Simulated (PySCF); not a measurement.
Spinor energies of Au⁶¹⁺ (gold, charge +61)

Start: [Ar]. Calculated with PySCF 2.14 in an even-tempered Gaussian basis (18 s from 19 bohr⁻², ratio 2.4; 14 p from 25 bohr⁻², ratio 2.4; 4 d from 92 bohr⁻², ratio 2.6; 4 f from 140 bohr⁻², ratio 2.6): generalised Hartree-Fock with the X2C-1e Hamiltonian and a Gaussian nucleus; one run each with spin-orbit coupling (SO) switched off, then screened by Boettger's factors.

| spinor shell | electrons | ε, spin-free (eV) | ε, screened SO (eV) | weight of nominal j (screened SO) | rms radius, screened SO (bohr) |
| --- | --- | --- | --- | --- | --- |
| 1s1/2 | 2 | -85901.6 | -85872.8 | 1.000 | 0.0190 |
| 2s1/2 | 2 | -19055.1 | -19046.5 | 1.000 | 0.0760 |
| 2p1/2 | 2 | -17122.9 | -18467.6 | 1.000 | 0.0643 |
| 2p3/2 | 4 | -17122.9 | -16595.8 | 1.000 | 0.0720 |
| 3s1/2 | 2 | -7453.8 | -7451.2 | 1.000 | 0.184 |
| 3p1/2 | 2 | -6867.8 | -7213.8 | 1.000 | 0.175 |
| 3p3/2 | 4 | -6867.8 | -6729.4 | 1.000 | 0.188 |

```json
{"quantity": "E (hartree)", "spin-free": "-14984.32243", "screened SO": "-15012.81241"}
{"quantity": "M_J", "spin-free": "0", "screened SO": "0"}
{"quantity": "⟨J²⟩", "spin-free": "0.000", "screened SO": "0.000"}
{"quantity": "⟨L²⟩", "spin-free": "0.000", "screened SO": "0.074"}
{"quantity": "⟨S²⟩", "spin-free": "0.000", "screened SO": "0.074"}
```

Breit and QED terms are absent; they matter most for the inner s and p1/2 levels.

Densities and radii are taken from the X2C orbitals without a picture-change correction, which distorts them close to the nucleus.

Without spin-orbit coupling the j labels of p, d and f shells carry no meaning; the spin-free column gives the mean over the occupied spinors of each nl shell.
